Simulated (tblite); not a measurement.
Compound: C5H3ClN (doublet state).
Z-matrix (Å and degrees, GFN2-xTB geometry), rows numbered from 1:
```
C 
C   1  1.3121
C   2  1.4318  1  116.18
N   3  1.1450  2  176.71  1    -0.38
C   2  1.4573  1  125.80  3   179.98
C   5  1.3303  2  122.78  1  -179.95
Cl  6  1.7103  5  122.46  2   180.00
H   1  1.0645  2  138.11  3     0.05
H   5  1.0795  2  115.77  1     0.07
H   6  1.0806  5  123.29  2     0.02
```

Computed values, GFN2-xTB/tblite, gas phase, harmonic and unscaled. This tight-binding method is rough: wavenumbers can miss measured ones by several per cent, in bad cases by 10 to 20. One conformer, not necessarily the lowest. Open shells enter through the occupations alone, without spin polarisation, and single modes of such species can be off by tens of per cent.

Harmonic wavenumbers (cm⁻¹): 103.6, 111.0, 146.4, 192.4, 301.7, 335.4, 370.3, 543.8, 564.7, 636.1, 717.6, 743.1, 812.8, 835.8, 973.7, 1180.3, 1195.8, 1250.6, 1622.3, 1633.9, 2360.3, 3066.6, 3097.6, 3206.8.

A = 5067, B = 1081, C = 891.2 MHz; mass 111.995 u (most abundant isotopes); point group Cs, symmetry number 1; spin multiplicity 2.

Problem. Zero-point energy?

Solution. Half the sum of the wavenumbers: 13001 cm⁻¹ = 37.17 kcal/mol.

Problem. Entropy at 273.15 K, 1 bar (ideal gas, RRHO, classical rotation)?

Solution. Translation 39.65, rotation 28.32, vibration 16.25, spin (R ln 2) 1.38: S = 85.6 cal/(mol K).

Problem. And Cp and H(273.15 K) − H(0)?

Solution. Cp = 26.14 cal/(mol K), of which vibrations give 18.19 (their classical limit is 24 R = 47.7); H(273.15 K) − H(0) = 4.68 kcal/mol without the zero-point energy, 2.51 from vibrations.

Problem. Blend soft modes into free rotors: weight 1/[1 + (100 cm⁻¹/ν̃)⁴] for the oscillator and the rest for a rotor with moment μB/(μ + B), μ = h/(8π²ν), B = 10⁻⁴⁴ kg m². What vibrational entropy results?

Solution. 15.85 cal/(mol K) in place of 16.25, which changes −T·S at 273.15 K by +0.11 kcal/mol.

Problem. How do the functions run with temperature in this model?

Solution. 
| T (K) | S (cal/(mol K)) | Cp (cal/(mol K)) | H − H(0) (kcal/mol) | G − H(0) (kcal/mol) | ln q(vib) |
| --- | --- | --- | --- | --- | --- |
| 100 | 65.6 | 15.0 | 1.08 | -5.48 | 0.70 |
| 200 | 78.1 | 21.8 | 2.93 | -12.70 | 2.31 |
| 300 | 88.1 | 27.6 | 5.41 | -21.03 | 4.00 |
| 500 | 104.3 | 35.8 | 11.81 | -40.34 | 7.28 |
| 800 | 122.8 | 42.7 | 23.70 | -74.54 | 11.69 |
| 1000 | 132.7 | 45.6 | 32.55 | -100.11 | 14.29 |

q(vib) and H(0) count from the zero-point level.

Hindered rotation and anharmonicity are outside this model. Other conformers, if any are populated, would add a mixing term that is left out.
